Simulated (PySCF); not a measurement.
Compound: C₂H₈ClGaS.
SMILES: `C[S+](C)[GaH2-][Cl]`

Level: CAM-B3LYP/def2-SVPD in PySCF, non-relativistic, on one gas-phase PBE0-D3(BJ)/def2-SVP geometry that isn't relaxed in the solvent. The solvent is an IEF-PCM continuum (van der Waals radii × 1.2), and excitations are vertical TDDFT with non-equilibrium linear response and a frozen core. Specific hydrogen bonds and non-electrostatic terms are outside this model. Spin–orbit coupling is left out although an atom past zinc is present.

Gas-phase singlets (H = HOMO, L = LUMO):

| state | E (eV) | λ (nm) | f | leading configurations |
| --- | --- | --- | --- | --- |
| S1 | 6.535 | 190 | 0.002 | H-1→L+2 71%, H-2→L+2 12% |
| S2 | 6.843 | 181 | 0.014 | H→L+1 75%, H→L+3 9% |
| S3 | 7.006 | 177 | 0.018 | H→L+3 40%, H→L 32%, H→L+5 9% |
| S4 | 7.130 | 174 | 0.017 | H-1→L+1 88% |
| S5 | 7.201 | 172 | 0.149 | H-1→L 78%, H-2→L 8% |

Problem. Give the list for chloroform (ε = 4.711), n² = 2.09.

Solution. 
| state | E (eV) | λ (nm) | f | leading configurations | change by rank (eV) |
| --- | --- | --- | --- | --- | --- |
| S1 | 6.632 | 187 | 0.003 | H→L+3 80% | +0.097 |
| S2 | 6.946 | 178 | 0.029 | H-1→L 85% | +0.103 |
| S3 | 7.080 | 175 | 0.022 | H→L 88% | +0.074 |
| S4 | 7.169 | 173 | 0.323 | H→L+2 57%, H→L+1 33% | +0.039 |
| S5 | 7.174 | 173 | 0.036 | H-1→L+1 66%, H-1→L+2 13% | -0.027 |

Problem. What are the lowest 5 singlets in tetrahydrofuran (ε = 7.426)?

Solution. 
```
state  E (eV)  λ (nm)      f    leading configurations  change by rank (eV)
   S1   6.649     186  0.003                 H→L+3 81%               +0.114
   S2   6.966     178  0.029                 H-1→L 86%               +0.123
   S3   7.069     175  0.021                   H→L 86%               +0.063
   S4   7.174     173  0.332      H→L+2 72%, H→L+1 19%               +0.044
   S5   7.201     172  0.032  H-1→L+1 56%, H-1→L+2 26%                0.000
```

Problem. How do the frontier levels move from gas to tetrahydrofuran?

Solution. 
```json
{"orbital": "LUMO+2", "gas (eV)": "0.84", "solvent (eV)": "1.03", "change (eV)": "+0.19"}
{"orbital": "LUMO+1", "gas (eV)": "0.79", "solvent (eV)": "0.99", "change (eV)": "+0.20"}
{"orbital": "LUMO", "gas (eV)": "0.71", "solvent (eV)": "0.85", "change (eV)": "+0.14"}
{"orbital": "HOMO", "gas (eV)": "-9.13", "solvent (eV)": "-9.12", "change (eV)": "+0.01"}
{"orbital": "HOMO-1", "gas (eV)": "-9.31", "solvent (eV)": "-9.34", "change (eV)": "-0.03"}
{"orbital": "HOMO-2", "gas (eV)": "-9.87", "solvent (eV)": "-10.00", "change (eV)": "-0.13"}
{"orbital": "HOMO-3", "gas (eV)": "-10.33", "solvent (eV)": "-10.50", "change (eV)": "-0.17"}
```

The HOMO–LUMO gap goes from 9.84 to 9.97 eV. Rows go by rank; for HOMO-1, HOMO, LUMO, LUMO+1 and LUMO+2 the atom shares or the degeneracy differ between the runs, so the row needn't follow one orbital.

Shape of the structure used: `[CH3:1][S+:2]([CH3:3])[GaH2-:4][Cl:5]`: C1–S2–Ga4–Cl5 52°.
